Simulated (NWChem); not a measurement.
System: GeSiH₆O₂; SMILES [GeH]([OH])([OH])[SiH3]

Here is an NWChem input.

```
start job
memory heap 200 mb stack 900 mb global 1100 mb
geometry units angstroms noautoz
  O     -1.288357     0.885994    -0.721852
  Ge    -0.133452     0.249967     0.479910
  O      1.432082     1.084300     0.292149
  Si     0.005293    -2.079503    -0.014787
  H     -1.469364     1.825024    -0.598825
  H     -0.551695     0.643384     1.909148
  H      1.841937     0.909920    -0.562252
  H      0.532732    -2.256909    -1.401368
  H     -1.341411    -2.714646     0.093751
  H      0.939826    -2.735170     0.949055
end
basis spherical
  * library def2-svp
end
dft
  xc xpbe96 cpbe96
  iterations 150
  mulliken
end
task dft gradient
```

Parts of the log:

```
             Northwest Computational Chemistry Package (NWChem) 7.3.0
             --------------------------------------------------------

 C1  symmetry detected

                             Geometry "geometry" -> ""
                             -------------------------

 Output coordinates in angstroms (scale by  1.889725989 to convert to a.u.)

  No.       Tag          Charge          X              Y              Z
 ---- ---------------- ---------- -------------- -------------- --------------
    1 O                    8.0000    -1.51075878    -0.95570402     0.46485882
    2 Ge                  32.0000     0.00445242    -0.40451070    -0.29861269
    3 O                    8.0000     1.38289336    -1.26304007     0.43968965
    4 Si                  14.0000     0.05486667     1.94263956     0.12417546
    5 H                    1.0000    -1.67449629    -1.89538709     0.32392524
    6 H                    1.0000     0.07812548    -0.85766890    -1.76886619
    7 H                    1.0000     1.48694731    -1.05638419     1.37502739
    8 H                    1.0000     0.09026325     2.17561219     1.59955423
    9 H                    1.0000    -1.15182476     2.60129171    -0.45795162
   10 H                    1.0000     1.28329764     2.52987776    -0.49092711

 Effective nuclear repulsion energy (a.u.)     383.2819771523

  pbe96 is a nonlocal functional; adding pw91lda local functional.

                                 NWChem DFT Module
                                 -----------------

 Summary of "ao basis" -> "ao basis" (spherical)
 ------------------------------------------------------------------------------
       Tag                 Description            Shells   Functions and Types
 ---------------- ------------------------------  ------  ---------------------
 O                          def2-svp                 6       14   3s2p1d
 Ge                         def2-svp                12       32   5s4p3d
 Si                         def2-svp                 8       18   4s3p1d
 H                          def2-svp                 3        5   2s1p

            General Information
            -------------------
          SCF calculation type: DFT
          Wavefunction type:  closed shell.
          No. of atoms     :    10
          No. of electrons :    68
           Alpha electrons :    34
            Beta electrons :    34
          Charge           :     0
          Spin multiplicity:     1
          Use of symmetry is: off; symmetry adaption is: off
          Maximum number of iterations: 150
          AO basis - number of functions:   108
                     number of shells:    50
          Convergence on energy requested:  1.00D-06
          Convergence on density requested:  1.00D-05
          Convergence on gradient requested:  5.00D-04

              XC Information
              --------------
          PerdewBurkeErnzerhof Exchange Functional  1.000
            Perdew 1991 LDA Correlation Functional  1.000 local
           PerdewBurkeErnz. Correlation Functional  1.000 non-local

             Grid Information
             ----------------
          Grid used for XC integration:  medium
          Radial quadrature: Mura-Knowles
          Angular quadrature: Lebedev.
          Tag              B.-S. Rad. Rad. Pts. Rad. Cut. Ang. Pts.
          ---              ---------- --------- --------- ---------
          O                   0.60       49          12.0       434
          Ge                  1.25      112          10.0       590
          Si                  1.10       88          11.0       590
          H                   0.35       45          13.0       434
          Grid pruning is: on
          Number of quadrature shells:   568
          Spatial weights used:  Erf1

      Superposition of Atomic Density Guess
      -------------------------------------

 Sum of atomic energies:       -2516.16001649

      Non-variational initial energy
      ------------------------------

 Total energy =   -2517.224834
 1-e energy   =   -4268.465735
 2-e energy   =    1367.958924
 HOMO         =      -0.313791
 LUMO         =       0.032872

     ---------------------------------------------
      Total Density - Mulliken Population Analysis
     ---------------------------------------------

    Atom       Charge   Shell Charges
 -----------   ------   -------------------------------------------------------
    1 O    8     8.85   1.99  1.11  0.67  3.08  2.00  0.00
    2 Ge  32    30.87   2.00  2.00  2.00  1.02  0.18  6.00  5.98  0.93  0.61  8.14  1.81  0.21
    3 O    8     8.86   1.99  1.11  0.67  3.08  2.00  0.00
    4 Si  14    13.83   2.00  1.99  1.02  0.31  5.94  1.16  1.33  0.09
    5 H    1     0.66   0.53  0.07  0.06
    6 H    1     1.10   0.68  0.41  0.01
    7 H    1     0.66   0.53  0.07  0.06
    8 H    1     1.06   0.69  0.36  0.01
    9 H    1     1.05   0.68  0.36  0.01
   10 H    1     1.06   0.68  0.36  0.01

   convergence    iter        energy       DeltaE   RMS-Dens  Diis-err
 ---------------- ----- ----------------- --------- --------- ---------
 d= 0,ls=0.0,diis     1  -2519.3560356227 -2.90D+03  2.30D-02  1.08D+00
 d= 0,ls=0.0,diis     2  -2518.9749335851  3.81D-01  1.61D-02  4.69D+00
 d= 0,ls=0.0,diis     3  -2519.4759641794 -5.01D-01  2.00D-03  8.07D-02
 d= 0,ls=0.0,diis     4  -2519.4814194355 -5.46D-03  1.13D-03  1.75D-02
 d= 0,ls=0.0,diis     5  -2519.4820560826 -6.37D-04  5.65D-04  8.46D-03
  Resetting Diis
 d= 0,ls=0.0,diis     6  -2519.4828976861 -8.42D-04  8.88D-05  2.06D-04
 d= 0,ls=0.0,diis     7  -2519.4829141663 -1.65D-05  4.02D-05  4.33D-06
 d= 0,ls=0.0,diis     8  -2519.4829138141  3.52D-07  2.15D-05  9.31D-06
 d= 0,ls=0.0,diis     9  -2519.4829146449 -8.31D-07  3.74D-06  1.63D-07

         Total DFT energy =    -2519.482914644920
      One electron energy =    -4270.693837872771
           Coulomb energy =     1486.681209303557
    Exchange-Corr. energy =     -118.752263228012
 Nuclear repulsion energy =      383.281977152305

 Numeric. integr. density =       67.999985811113

                       DFT Final Molecular Orbital Analysis
                       ------------------------------------

 Vector   32  Occ=2.000000D+00  E=-2.619964D-01
              MO Center= -9.8D-02, -8.2D-01,  8.4D-02, r^2= 3.5D+00
   Bfn.  Coefficient  Atom+Function         Bfn.  Coefficient  Atom+Function
  ----- ------------  ---------------      ----- ------------  ---------------
     6      0.344287   1 O  pz               50     -0.292524   3 O  px
     9      0.249421   1 O  pz               85      0.236155   6 H  s
    84      0.224128   6 H  s                53     -0.210872   3 O  px
     4     -0.162493   1 O  px               52      0.149552   3 O  pz
    51     -0.148772   3 O  py                7     -0.129054   1 O  px

 Vector   33  Occ=2.000000D+00  E=-2.520926D-01
              MO Center= -5.3D-01, -7.3D-01,  3.6D-01, r^2= 3.2D+00
   Bfn.  Coefficient  Atom+Function         Bfn.  Coefficient  Atom+Function
  ----- ------------  ---------------      ----- ------------  ---------------
     6      0.384857   1 O  pz                9      0.286141   1 O  pz
     4      0.261778   1 O  px               51     -0.242758   3 O  py
    50      0.221552   3 O  px                7      0.196160   1 O  px
    54     -0.183789   3 O  py               53      0.170503   3 O  px
     5     -0.154806   1 O  py               69     -0.134860   4 Si py

 Vector   34  Occ=2.000000D+00  E=-2.405708D-01
              MO Center=  3.7D-01, -4.6D-01,  1.7D-01, r^2= 3.9D+00
   Bfn.  Coefficient  Atom+Function         Bfn.  Coefficient  Atom+Function
  ----- ------------  ---------------      ----- ------------  ---------------
    51      0.379189   3 O  py               54      0.281643   3 O  py
    50      0.230982   3 O  px                4      0.213386   1 O  px
    72      0.199673   4 Si py               69      0.195204   4 Si py
    53      0.174761   3 O  px               27     -0.167342   2 Ge py
     6      0.160560   1 O  pz                7      0.159082   1 O  px

 Vector   35  Occ=0.000000D+00  E=-2.507939D-02
              MO Center=  2.3D-01,  5.1D-01,  1.7D-01, r^2= 5.0D+00
   Bfn.  Coefficient  Atom+Function         Bfn.  Coefficient  Atom+Function
  ----- ------------  ---------------      ----- ------------  ---------------
    73      0.631250   4 Si pz              100      0.573208   9 H  s
    95     -0.550682   8 H  s                49     -0.439048   3 O  s
    71      0.357059   4 Si px               90      0.319212   7 H  s
    30     -0.288991   2 Ge py               31      0.269636   2 Ge pz
    29      0.235642   2 Ge px               72     -0.191655   4 Si py

 Vector   36  Occ=0.000000D+00  E=-1.887679D-02
              MO Center= -1.9D-01,  4.4D-01, -4.6D-02, r^2= 5.2D+00
   Bfn.  Coefficient  Atom+Function         Bfn.  Coefficient  Atom+Function
  ----- ------------  ---------------      ----- ------------  ---------------
   105     -0.617235  10 H  s                71      0.608159   4 Si px
     3      0.496181   1 O  s                29      0.440159   2 Ge px
    73     -0.360953   4 Si pz               95      0.339701   8 H  s
   100      0.331083   9 H  s                80     -0.320161   5 H  s
    26      0.210881   2 Ge px               31     -0.183922   2 Ge pz

 Vector   37  Occ=0.000000D+00  E=-3.931309D-04
              MO Center=  7.2D-03,  7.5D-01, -2.0D-01, r^2= 5.3D+00
   Bfn.  Coefficient  Atom+Function         Bfn.  Coefficient  Atom+Function
  ----- ------------  ---------------      ----- ------------  ---------------
    19      0.949717   2 Ge s                72      0.951921   4 Si py
    18      0.782134   2 Ge s                85     -0.657680   6 H  s
    64     -0.531186   4 Si s                30      0.465438   2 Ge py
    17     -0.361148   2 Ge s                63     -0.347214   4 Si s
     3     -0.260266   1 O  s                69      0.207752   4 Si py

     ---------------------------------------------
      Total Density - Mulliken Population Analysis
     ---------------------------------------------

    Atom       Charge   Shell Charges
 -----------   ------   -------------------------------------------------------
    1 O    8     8.38   1.99  1.08  0.67  2.85  1.79  0.01
    2 Ge  32    31.48   2.00  2.00  1.99  1.21  0.03  6.00  5.97  1.30  0.72  8.08  1.82  0.36
    3 O    8     8.38   1.99  1.08  0.67  2.85  1.78  0.01
    4 Si  14    13.91   2.00  1.98  1.09  0.25  5.92  1.35  1.20  0.11
    5 H    1     0.82   0.68  0.07  0.07
    6 H    1     1.09   0.72  0.36  0.01
    7 H    1     0.82   0.69  0.07  0.07
    8 H    1     1.04   0.72  0.30  0.01
    9 H    1     1.03   0.72  0.30  0.01
   10 H    1     1.04   0.72  0.30  0.01

     -------------------------------------------
      Total Density - Lowdin Population Analysis
     -------------------------------------------

    Atom       Charge   Shell Charges
 -----------   ------   -------------------------------------------------------
    1 O    8     8.20   1.97  0.89  0.61  2.68  2.03  0.01
    2 Ge  32    31.74   2.00  2.00  1.93  0.76  0.34  5.99  5.82  1.35  0.96  7.80  2.06  0.74
    3 O    8     8.20   1.97  0.89  0.61  2.68  2.02  0.01
    4 Si  14    13.75   2.00  1.94  0.71  0.37  5.82  1.35  1.41  0.17
    5 H    1     0.92   0.56  0.18  0.19
    6 H    1     1.07   0.62  0.42  0.03
    7 H    1     0.92   0.56  0.18  0.19
    8 H    1     1.07   0.63  0.41  0.03
    9 H    1     1.06   0.63  0.41  0.03
   10 H    1     1.07   0.63  0.41  0.03

     Multipole analysis of the density
     ---------------------------------

     L   x y z        total         alpha         beta         nuclear
     -   - - -        -----         -----         ----         -------
     0   0 0 0     -0.000000    -34.000000    -34.000000     68.000000

     1   1 0 0     -0.026023     -0.013011     -0.013011     -0.000000
     1   0 1 0     -0.042905     -0.021453     -0.021453     -0.000000
     1   0 0 1      0.137398      0.068699      0.068699     -0.000000

     2   2 0 0    -35.108915    -91.839421    -91.839421    148.569926
     2   1 1 0      2.620738     -0.465946     -0.465946      3.552629
     2   1 0 1      2.217152     -0.149717     -0.149717      2.516586
     2   0 2 0    -31.921950   -197.162940   -197.162940    362.403929
     2   0 1 1     -0.700978      0.108440      0.108440     -0.917858
     2   0 0 2    -31.517850    -41.610722    -41.610722     51.703594

            General Information
            -------------------
          SCF calculation type: DFT
          Wavefunction type:  closed shell.
          No. of atoms     :    10
          No. of electrons :    68
           Alpha electrons :    34
            Beta electrons :    34
          Charge           :     0
          Spin multiplicity:     1
          Use of symmetry is: off; symmetry adaption is: off
          Maximum number of iterations: 150
          AO basis - number of functions:   108
                     number of shells:    50
          Convergence on energy requested:  1.00D-06
          Convergence on density requested:  1.00D-05
          Convergence on gradient requested:  5.00D-04

              XC Information
              --------------
          PerdewBurkeErnzerhof Exchange Functional  1.000
            Perdew 1991 LDA Correlation Functional  1.000 local
           PerdewBurkeErnz. Correlation Functional  1.000 non-local

             Grid Information
             ----------------
          Grid used for XC integration:  medium
          Radial quadrature: Mura-Knowles
          Angular quadrature: Lebedev.
          Tag              B.-S. Rad. Rad. Pts. Rad. Cut. Ang. Pts.
          ---              ---------- --------- --------- ---------
          O                   0.60       49          12.0       434
          Ge                  1.25      112          10.0       590
          Si                  1.10       88          11.0       590
          H                   0.35       45          13.0       434
          Grid pruning is: on
          Number of quadrature shells:   568
          Spatial weights used:  Erf1

          Convergence Information
          -----------------------
          Convergence aids based upon iterative change in
          total energy or number of iterations.
          Levelshifting, if invoked, occurs when the
          HOMO/LUMO gap drops below (HL_TOL):  1.00D-02
          DIIS, if invoked, will attempt to extrapolate
          using up to (NFOCK): 10 stored Fock matrices.

                    Damping( 0%)  Levelshifting(0.5)       DIIS
                  --------------- ------------------- ---------------
          dE  on:    start            ASAP                start
          dE off:    2 iters        150 iters           150 iters

                            NWChem DFT Gradient Module
                            --------------------------

  charge          =   0.00
  wavefunction    = closed shell

                         DFT ENERGY GRADIENTS

    atom               coordinates                        gradient
                 x          y          z           x          y          z
   1 O      -2.854920  -1.806019   0.878456    0.008009  -0.008598  -0.006767
   2 Ge      0.008414  -0.764414  -0.564296    0.000026  -0.005911   0.003581
   3 O       2.613290  -2.386800   0.830893   -0.008014   0.008295   0.007579
   4 Si      0.103683   3.671056   0.234658    0.000471   0.001185   0.000385
   5 H      -3.164339  -3.581762   0.612130    0.001199   0.010736   0.002181
   6 H       0.147636  -1.620759  -3.342672   -0.001003   0.001445   0.004510
   7 H       2.809923  -1.996277   2.598425   -0.000580  -0.003043  -0.010658
   8 H       0.170573   4.111311   3.022719   -0.000094  -0.000737  -0.003456
   9 H      -2.176633   4.915729  -0.865403    0.002829  -0.001979   0.001274
  10 H       2.425081   4.780776  -0.927718   -0.002844  -0.001393   0.001371
```

Level: PBE/def2-SVP. Coordinates come from a PBE0/def2-SVP optimisation.
